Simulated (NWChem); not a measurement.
Everything below was run with NWChem. System: cyclopentanone (C$_{5}$H$_{8}$O), charge 0, spin multiplicity 1, at a geometry optimised with PBE0/def2-SVP. Level: G0W0@B3LYP/def2-SVP, RI basis def2-svp-rifit, VWN1-RPA local correlation.

The NWChem input:

```
start mol
memory heap 200 mb stack 700 mb global 1700 mb
geometry units angstroms nocenter noautoz
  O      0.000000     0.000000    -2.124650
  C      0.000000     0.000000    -0.922597
  C      1.234114     0.031680    -0.028593
  C      0.716005    -0.278003     1.373023
  C     -0.716005     0.278003     1.373023
  C     -1.234114    -0.031680    -0.028593
  H      2.012272    -0.642282    -0.414942
  H      1.644242     1.055978    -0.089668
  H      1.338079     0.147549     2.173654
  H      0.690933    -1.369593     1.530761
  H     -0.690933     1.369593     1.530761
  H     -1.338079    -0.147549     2.173654
  H     -1.644242    -1.055978    -0.089668
  H     -2.012272     0.642282    -0.414942
  symmetry group C2
end
basis spherical
  * library def2-svp
end
basis "ri basis" bse spherical
  * library def2-svp-rifit
end
dft
  xc b3lyp
  iterations 100
  direct
  tolerances tight
end
task dft energy
gw
  states alpha occ 4 vir 2
end
task dft gw
```

Part of the output:

```
             Northwest Computational Chemistry Package (NWChem) 7.3.0
             --------------------------------------------------------

                                NWChem Input Module
                                -------------------

 Scaling coordinates for geometry "geometry" by  1.889725989
 (inverse scale =  0.529177249)

 Turning off AUTOSYM since
 SYMMETRY directive was detected!

                             Geometry "geometry" -> ""
                             -------------------------

 Output coordinates in angstroms (scale by  1.889725989 to convert to a.u.)

  No.       Tag          Charge          X              Y              Z
 ---- ---------------- ---------- -------------- -------------- --------------
    1 O                    8.0000     0.00000000     0.00000000    -2.12465000
    2 C                    6.0000     0.00000000     0.00000000    -0.92259700
    3 C                    6.0000     1.23411400     0.03168000    -0.02859300
    4 C                    6.0000     0.71600500    -0.27800300     1.37302300
    5 C                    6.0000    -0.71600500     0.27800300     1.37302300
    6 C                    6.0000    -1.23411400    -0.03168000    -0.02859300
    7 H                    1.0000     2.01227200    -0.64228200    -0.41494200
    8 H                    1.0000     1.64424200     1.05597800    -0.08966800
    9 H                    1.0000     1.33807900     0.14754900     2.17365400
   10 H                    1.0000     0.69093300    -1.36959300     1.53076100
   11 H                    1.0000    -0.69093300     1.36959300     1.53076100
   12 H                    1.0000    -1.33807900    -0.14754900     2.17365400
   13 H                    1.0000    -1.64424200    -1.05597800    -0.08966800
   14 H                    1.0000    -2.01227200     0.64228200    -0.41494200

 Effective nuclear repulsion energy (a.u.)     235.7887304527

            Nuclear Dipole moment (a.u.)
            ----------------------------
        X                 Y               Z
 ---------------- ---------------- ----------------
     0.0000000000     0.0000000000    -0.0000226767

      Symmetry information
      --------------------

 Group name             C2
 Group number              4
 Group order               2
 No. of unique centers     8

      Symmetry unique atoms

     1    2    3    4    7    8    9   10


 Summary of "ao basis" -> "" (spherical)
 ------------------------------------------------------------------------------
       Tag                 Description            Shells   Functions and Types
 ---------------- ------------------------------  ------  ---------------------
 *                          def2-svp                  on all atoms

 new library libraries.bse/

 Summary of "ri basis" -> "" (spherical)
 ------------------------------------------------------------------------------
       Tag                 Description            Shells   Functions and Types
 ---------------- ------------------------------  ------  ---------------------
 *                       def2-svp-rifit               on all atoms

                                 NWChem DFT Module
                                 -----------------

 Summary of "ao basis" -> "ao basis" (spherical)
 ------------------------------------------------------------------------------
       Tag                 Description            Shells   Functions and Types
 ---------------- ------------------------------  ------  ---------------------
[...]
    31     -0.344513   3 C  s                73      0.344513   6 C  s
    34      0.187777   3 C  pz               76     -0.187777   6 C  pz
    32      0.178644   3 C  px               74      0.178644   6 C  px
    18     -0.170159   2 C  px               35      0.169572   3 C  px

 Vector   24  Occ=0.000000D+00  E=-2.007952D-02  Symmetry=b
              MO Center= -9.3D-15, -1.3D-15, -9.3D-01, r^2= 2.8D+00
   Bfn.  Coefficient  Atom+Function         Bfn.  Coefficient  Atom+Function
  ----- ------------  ---------------      ----- ------------  ---------------
    19      0.502920   2 C  py               22      0.455344   2 C  py
    45     -0.406146   4 C  s                59      0.406146   5 C  s
     8     -0.393877   1 O  py               91     -0.387256   8 H  s
   116      0.387256  13 H  s                 5     -0.378462   1 O  py
    86      0.297237   7 H  s               121     -0.297237  14 H  s

 Vector   25  Occ=0.000000D+00  E= 4.422133D-02  Symmetry=a
              MO Center= -7.4D-14,  8.2D-14,  1.0D+00, r^2= 7.4D+00
   Bfn.  Coefficient  Atom+Function         Bfn.  Coefficient  Atom+Function
  ----- ------------  ---------------      ----- ------------  ---------------
    45      1.106761   4 C  s                59      1.106761   5 C  s
    31      0.903020   3 C  s                73      0.903020   6 C  s
   101     -0.737694  10 H  s               106     -0.737694  11 H  s
    96     -0.709683   9 H  s               111     -0.709683  12 H  s
    91     -0.660678   8 H  s               116     -0.660678  13 H  s

 Vector   26  Occ=0.000000D+00  E= 7.953006D-02  Symmetry=b
              MO Center= -1.7D-14, -5.8D-14,  1.0D+00, r^2= 6.5D+00
   Bfn.  Coefficient  Atom+Function         Bfn.  Coefficient  Atom+Function
  ----- ------------  ---------------      ----- ------------  ---------------
   101      1.092176  10 H  s               106     -1.092176  11 H  s
    45     -0.710932   4 C  s                59      0.710932   5 C  s
    91     -0.646675   8 H  s               116      0.646675  13 H  s
    31      0.573638   3 C  s                73     -0.573638   6 C  s
    96     -0.471576   9 H  s               111      0.471576  12 H  s

 center of mass
 --------------
 x =  -0.00000000 y =   0.00000000 z =  -0.14250347

 moments of inertia (a.u.)
 ------------------
         537.789570858280          15.904606295364           0.000000000000
          15.904606295364         745.826649976059          -0.000000000000
           0.000000000000          -0.000000000000         270.765607017630

     Multipole analysis of the density
     ---------------------------------

     L   x y z        total         alpha         beta         nuclear
     -   - - -        -----         -----         ----         -------
     0   0 0 0     -0.000000    -23.000000    -23.000000     46.000000

     1   1 0 0      0.000000      0.000000      0.000000      0.000000
     1   0 1 0     -0.000000     -0.000000     -0.000000      0.000000
     1   0 0 1      1.106200      0.553112      0.553112     -0.000023

     2   2 0 0    -26.264227    -88.963012    -88.963012    151.661797
     2   1 1 0      0.196784      4.614918      4.614918     -9.033052
     2   1 0 1      0.000000      0.000000      0.000000     -0.000000
     2   0 2 0    -26.196448    -27.007188    -27.007188     27.817928
     2   0 1 1      0.000000      0.000000      0.000000     -0.000000
     2   0 0 2    -32.971648   -156.380064   -156.380064    279.788480

 Task  times  cpu:        8.1s     wall:        8.1s

                                NWChem Input Module
                                -------------------

                                 NWChem GW Module
                                 ----------------

                             ***********************
                             ***        GW       ***
                             ***********************

 Summary of "ri basis" -> "ri basis" (spherical)
 ------------------------------------------------------------------------------
       Tag                 Description            Shells   Functions and Types
 ---------------- ------------------------------  ------  ---------------------
 O                       def2-svp-rifit             16       48   6s5p4d1f
 C                       def2-svp-rifit             16       48   6s5p4d1f
 H                       def2-svp-rifit              6       14   3s2p1d

                 Memory Information
                 ------------------
          Available GA per process is          1699.9 MBs
          Available stack per process is        700.0 MBs
          Available heap per process is           0.0 MBs

          Peak memory in Initialization
              Peak GA per process is                 10.7 MBs
              Peak stack per process is               0.2 MBs
              Peak heap per process is               11.1 MBs
              Memory not in MA per process            0.0 MBs

          Peak memory in AFF Calculation
              Peak GA per process is                 57.6 MBs
              Peak stack per process is              41.2 MBs
              Peak heap per process is                0.0 MBs
              Memory not in MA per process           41.2 MBs

          Computing 2-center integrals
          Computing Inverse Cholesky factor
          Computing 3-center integrals
          Computing V_xc ...

 Grid integrated density:      46.000075928197
 Requested integration accuracy:   0.10E-05
          Computing Sigma_x
          Computing RPA polarizability
          Solving quasiparticle equations

                  Alpha Orbitals
          State     Energy (eV)     Error (eV)
          -----------------------------------
@GW        20        -11.907           0.005
@GW        21        -11.463           0.005
@GW        22        -11.797           0.002
@GW        23         -8.484           0.004
@GW        24          2.353           0.002
@GW        25          3.524           0.005

   Applying  -1.8904 eV scissor-shift to rest of particle states

   Applying   2.8992 eV scissor-shift to rest of hole states

     GW Timing Statistics
   ------------------------
   Init.   :          0.0s
     ERIs  :          0.9s
     Distr.:          0.0s
     Vxc   :          1.0s
   Sigma_x :          0.0s
   RPA     :          2.2s
   Wmn     :          0.0s
   Sigma_c :          0.0s
   GW total:          4.2s

 Task  times  cpu:        4.2s     wall:        4.2s

 Total times  cpu:       12.3s     wall:       12.3s
```
